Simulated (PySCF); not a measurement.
Excitations are Tamm–Dancoff values on a coarser integration grid. The basis has no diffuse functions, so Rydberg states are missing or too high.

Z-matrix (Å, degrees):
```
Si
O 1 1.6540
H 2 0.9579 1 117.54
H 1 1.4838 2 105.46 3 -179.24
H 1 1.4926 4 108.51 2 119.32
Si 1 2.3476 4 110.68 5 119.01
H 6 1.4879 1 111.31 4 56.29
H 6 1.4891 7 108.82 1 121.59
H 6 1.4905 7 108.19 8 117.42
```
Charge 0, multiplicity 1.

**Question.** Estimate the T1 excitation (TDA), HOMO and LUMO that PySCF 2.14.0 with PBE-D3(BJ)/def2-TZVP // PBE0-D4/def2-TZVP returns for this input.

**Answer.** 
The T1 excitation (TDA) is 4.96 eV and the HOMO comes out as -6.63 eV. The LUMO comes out as -1.32 eV.
